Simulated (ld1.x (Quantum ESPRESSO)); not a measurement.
Reading a pseudo-wave (Ar)

Columns: radius, all-electron u(r) and pseudo u(r) of the 3s shell (level -24.27 eV) of argon in the configuration [Ne] 3s2 3p6; revPBE, scalar-relativistic, RRKJ scheme, ld1.x (Quantum ESPRESSO) 7.5.

| r (bohr) | all-electron | pseudo |
| --- | --- | --- |
| 0.065 | 0.2137 | 0.0121 |
| 0.130 | -0.0821 | 0.0282 |
| 0.195 | -0.3418 | 0.0518 |
| 0.260 | -0.4549 | 0.0856 |
| 0.325 | -0.4356 | 0.1311 |
| 0.390 | -0.3261 | 0.1887 |
| 0.455 | -0.1664 | 0.2575 |
| 0.520 | 0.0132 | 0.3354 |
| 0.585 | 0.1923 | 0.4195 |
| 0.650 | 0.3583 | 0.5066 |
| 0.715 | 0.5043 | 0.5928 |
| 0.780 | 0.6277 | 0.6747 |
| 0.845 | 0.7280 | 0.7489 |
| 0.910 | 0.8057 | 0.8126 |
| 0.975 | 0.8623 | 0.8636 |
| 1.040 | 0.9001 | 0.9001 |
| 1.105 | 0.9215 | 0.9215 |
| 1.170 | 0.9289 | 0.9289 |
| 1.235 | 0.9247 | 0.9247 |
| 1.300 | 0.9110 | 0.9110 |
| 1.365 | 0.8900 | 0.8900 |
| 1.430 | 0.8631 | 0.8631 |
| 1.495 | 0.8320 | 0.8320 |
| 1.560 | 0.7978 | 0.7978 |
| 1.625 | 0.7615 | 0.7615 |
| 1.690 | 0.7241 | 0.7241 |

Task: How many radial nodes do the two functions have?

Result: The all-electron 3s function has n − l − 1 = 2; the pseudo-wave has 0, since the states of the same l below it are removed with the core.

Task: At about which radius was the pseudo-wave matched?

Result: 1.05 bohr, where the columns begin to agree (steps of 0.07 bohr).

Task: Where does each function peak?

Result: Outermost all-electron maximum near 1.17 bohr, pseudo maximum near 1.17 bohr (to the table’s step).

Task: Is the pseudo-wave norm-conserving?

Result: Yes: the RRKJ scheme keeps the norm inside the radius equal to the all-electron one, which fixes the energy derivative of the logarithmic derivative at the level.
